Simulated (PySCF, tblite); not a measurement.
Problem. What does the GFN2-xTB structure of `O=[P@](O)(c1sccc1)[O-]` look like in three dimensions? (Charge -1.)

Solution. 
```xyz
13
C4H4O3PS angstrom
O     -2.3790   -0.4202   -1.1469
P     -1.9936   -0.3251    0.2778
O     -2.3863   -1.3524    1.2831
O     -2.4651    1.1546    0.8760
C     -0.1671   -0.0936    0.3571
C      0.6984   -0.1408   -0.6861
C      2.0535   -0.0077   -0.3051
C      2.2001    0.1307    1.0372
S      0.6762    0.0977    1.8469
H     -2.5726    0.9820    1.8095
H      0.3516   -0.2594   -1.6968
H      2.8779   -0.0144   -1.0002
H      3.1016    0.2491    1.6077
```

Any rigid rotation of these coordinates is as good. Atoms count from 1 in this order. The C–C distances run from 1.356 Å (C5–C6, aromatic) to 1.414 Å (C6–C7, aromatic), a spread of 0.058 Å. Of the pairs four or more bonds apart, O1···H11 is among the closest relative to their van der Waals radii: 2.79 Å, 103 % of the sum of Bondi's values. C5 (substituted aromatic carbon) is planar (angles 126.5°, 122.4° and 110.9°, sum 359.8°, 0.04 Å off the plane of its three neighbours). The 5-membered ring C5–C6–C7–C8–S9 has internal angles of 91.6° to 113.6° (sum 540°, against 540° for a flat polygon); it is planar, 0.00 Å rms from its mean plane, widest ring torsion 1°.

Bonds between heavy atoms (Å): O1=P2 1.479, P2–O3 1.490, P2–O4 1.664, P2–C5 1.843, C5–C6 1.356, C6–C7 1.414, C7–C8 1.357, C8–S9 1.726, C5–S9 1.723.

Structure optimised with GFN2-xTB, isolated species.

Point group: C1 (no symmetry element, even within 0.4 Å). Its GFN2-xTB frequencies are all real (lowest 19 cm⁻¹). Torsions: O1–P2–O4–H 154°, O1–P2–C5–C6 -6°. 2 starts were optimised and ended at 0.00 and 0.37 kcal/mol (GFN2-xTB); the lowest of these is shown.

One conformer stands for the species.

These are computed values.
